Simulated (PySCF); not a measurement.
Ga(Me)(AsH2) (CH5AsGa), SMILES [CH3][Ga][AsH2], multiplicity 2.

Geometry: B3LYP-D3(BJ)/def2-SVP. The multiplicity is an assumed one; no other spin state was optimised. The isomer is the one that the SMILES or the coordinates give; other isomers of the formula were not compared.

All values below come from TDA-CAM-B3LYP/def2-SVPD (PySCF).

Vertical excitations. Gas-phase values at a fixed geometry.

Question: List the lowest excited states. (Estimate from the structure and the level; the computed values follow.)

Answer: 
```json
[
 {"state": "root 1", "energy (eV)": "2.11", "λ (nm)": "587", "f": "0.013", "main pairs": "α HOMO→LUMO 97 %"},
 {"state": "root 2", "energy (eV)": "2.98", "λ (nm)": "416", "f": "0.062", "main pairs": "β HOMO→LUMO 92 %"},
 {"state": "root 3", "energy (eV)": "4.00", "λ (nm)": "310", "f": "0.001", "main pairs": "α HOMO−1→LUMO 18 %, β HOMO→LUMO+1 73 %"},
 {"state": "root 4", "energy (eV)": "4.33", "λ (nm)": "286", "f": "0.013", "main pairs": "α HOMO→LUMO+1 93 %"},
 {"state": "root 5", "energy (eV)": "4.42", "λ (nm)": "280", "f": "0.014", "main pairs": "α HOMO→LUMO+3 24 %, β HOMO−1→LUMO 59 %"},
 {"state": "root 6", "energy (eV)": "4.51", "λ (nm)": "275", "f": "0.013", "main pairs": "α HOMO→LUMO+3 27 %, α HOMO−1→LUMO 24 %, α HOMO→LUMO+2 18 %, β HOMO−1→LUMO 14 %, β HOMO→LUMO+1 6 %"},
 {"state": "root 7", "energy (eV)": "4.56", "λ (nm)": "272", "f": "0.036", "main pairs": "α HOMO→LUMO+3 38 %, α HOMO−1→LUMO 35 %, α HOMO→LUMO+2 6 %, β HOMO−1→LUMO 9 %, β HOMO→LUMO+1 7 %"},
 {"state": "root 8", "energy (eV)": "4.69", "λ (nm)": "264", "f": "0.211", "main pairs": "α HOMO→LUMO+2 58 %, α HOMO−1→LUMO 15 %, β HOMO−1→LUMO 9 %"},
 {"state": "root 9", "energy (eV)": "5.04", "λ (nm)": "246", "f": "0.051", "main pairs": "α HOMO→LUMO+4 78 %"},
 {"state": "root 10", "energy (eV)": "5.65", "λ (nm)": "219", "f": "0.005", "main pairs": "α HOMO−2→LUMO 24 %, β HOMO−1→LUMO+1 18 %, β HOMO→LUMO+4 15 %, β HOMO→LUMO+2 8 %, β HOMO→LUMO+3 7 %"}
]
```
Unrestricted roots are not spin-pure.
